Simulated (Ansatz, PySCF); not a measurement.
Process, species as SMILES: CC[Si](Cl)(Cl)CC + 6 [H][H] (H2) -> 4 C (CH4) + 2 Cl (HCl) + [SiH4] (SiH4)
Structures are relaxed separately at B3LYP-D3(BJ)/def2-TZVP in Ansatz (a quantum-chemistry and plane-wave program), one conformer each, not searched for the lowest. Frequencies are from Ansatz or PySCF.

Property: energy of full hydrogenation (enthalpy at 298 K, with B3LYP-D3(BJ) rigid-rotor harmonic-oscillator terms), in eV. Cores are frozen in the correlated levels unless marked. No spin-orbit coupling. Non-relativistic. CBS marks a two-point X^-3 extrapolation of the correlation energy; Hartree-Fock from the larger set. The bracket is a focal-point correction in the basis named.

RI-MP2/CBS(aug-cc-pV(T+d)Z,aug-cc-pV(Q+d)Z)+[CCSD(T)-MP2]/aug-cc-pV(T+d)Z (Ansatz) gives 0.35 eV.

Another calculation gave 0.33 eV. Which level was it?
A. PBE/def2-TZVPD (Ansatz)
B. revPBE/def2-TZVPD (Ansatz)
C. B3LYP/def2-TZVPD (Ansatz)
D. PBE-QIDH/def2-TZVPD (Ansatz)

D, PBE-QIDH/def2-TZVPD (Ansatz). The others give -0.13 (revPBE), -0.37 (B3LYP), 0.06 (PBE) eV.
